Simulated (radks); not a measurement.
The numbers below are computed, except where a source is named.
Numerical settings for the ytterbium ion Yb2+, [Xe] 4f14. Level of theory: scalar-relativistic Kohn-Sham, LDA (Slater exchange, Perdew-Wang correlation), spin-polarised, spherical densities, finite nucleus; Fermi nuclear charge, rms radius 5.3108 fm (a radial shooting solver on a logarithmic mesh with Libxc functionals). The defaults (mesh step 0.008 in ln r, mesh end at 40 bohr or more with all orbitals vanishing there, Anderson mixing 0.5 over 9 steps, residual threshold near 1e-9 with the energy settled to 1e-9 hartree or 1e-11 of itself, here a cap of 68 iterations) give E = -14048.8121 hartree and 4f at -17.962 eV in 18 iterations. Run on one thread of a shared host, so times are rough (Arm Neoverse V1): 0.31 s of CPU time, 0.31 s wall, 18 iterations on 2254 mesh points. Changes against that run (0 stands for a change within the tolerance of the run):

setting                     iterations  converged  E (mhartree)  e(4f) (meV)  CPU (s)
mesh step in ln r 0.005             18        yes             0            0     0.48
mesh step in ln r 0.03              18        yes      +0.00778            0      0.1
mesh step in ln r 0.12               4         no      diverged            -     0.01
mesh end (bohr) 3                   15        yes          +388    +5.47e+03     0.25
mesh end (bohr) 12                  18        yes             0            0      0.3
residual threshold 0.01             12        yes             0         -0.3     0.24
residual threshold 1e-05            12        yes             0         -0.3     0.24
mixing 0.2                          20        yes             0            0     0.34
linear mixing, mixing 0.05          68         no         -7.61         -419      1.1
linear mixing, mixing 0.5           68         no     +8.06e+03    +1.03e+04      1.5
mixing history 3                    19        yes             0            0     0.31
iteration cap 8                      8         no        +0.718         +289     0.16

Settings that end as converged yet miss the energy by more than 1 mhartree: mesh end (bohr) 3 (+0.388 hartree). A mesh that ends early acts as a hard wall.
